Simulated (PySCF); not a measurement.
The same groups moved round the core (silole fluoro). Gas-phase values, no solvent. Strings in code marks are SMILES.

Level of theory: PBE0-D3(BJ)/def2-TZVP run with PySCF 2.14.0. 

| species | dipole moment (D) | S1 oscillator strength |
|---|---|---|
| `FC1=CC=C[SiH2]1` | 1.46 | 0.078 |
| `FC1=C[SiH2]C=C1` | 1.08 | 0.076 |
| `C1=C[SiH](F)C=C1` | 2.01 | 0.066 |
